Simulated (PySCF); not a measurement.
**Polarisability and C₆ of Te²⁺ (tellurium, charge +2)**

[Kr] 4d10 5s2 5p2, high-spin 3P determinant. Computed with PySCF 2.14 in x2c-TZVPPall with one added diffuse shell each of s, p, d, f type (9s7p5d3f, 76 functions), with scalar relativity by spin-free X2C-1e. Coupled (time-dependent) response in atomic units; α is the mean over directions.

| method | mean α (bohr³) | α xx, yy, zz | C₆ (like pair) | S(−4) |
| --- | --- | --- | --- | --- |
| UHF | 15.54 | 15.54, 15.54, 15.54 | 105.6 | 58.00 |
| PBE | 14.89 | 14.57, 15.05, 15.05 | 99.77 | 52.02 |
| PBE0 | 14.94 | 14.74, 15.04, 15.04 | 100.3 | 52.24 |
| HSE06 | 14.99 | 14.73, 15.12, 15.12 | 100.7 | 52.59 |

S(−4) is the Cauchy moment in α(ω) = α(0) + S(−4) ω² + …

Spin-orbit coupling is absent.

α(iu) at HSE06:

```csv
u (hartree),α(iu) (bohr³)
0,14.99
0.0500,14.86
0.100,14.48
0.200,13.17
0.300,11.50
0.500,8.341
0.750,5.679
1.00,4.118
1.50,2.545
2.00,1.799
3.00,1.089
5.00,0.5442
```

A single London oscillator, α(iu) = α/(1 + u²/ω²), gives C₆ = (3/4) ω α². Matching the computed C₆ needs ω = 4 × 100.7 / (3 × 14.99²) = 0.598 hartree.

For an ion, C₆ is the dispersion term alone; charge-induced terms of lower order in 1/R come first.

The components differ because the open shell of this determinant is not spherical; for a pure term their mean is the scalar polarisability.
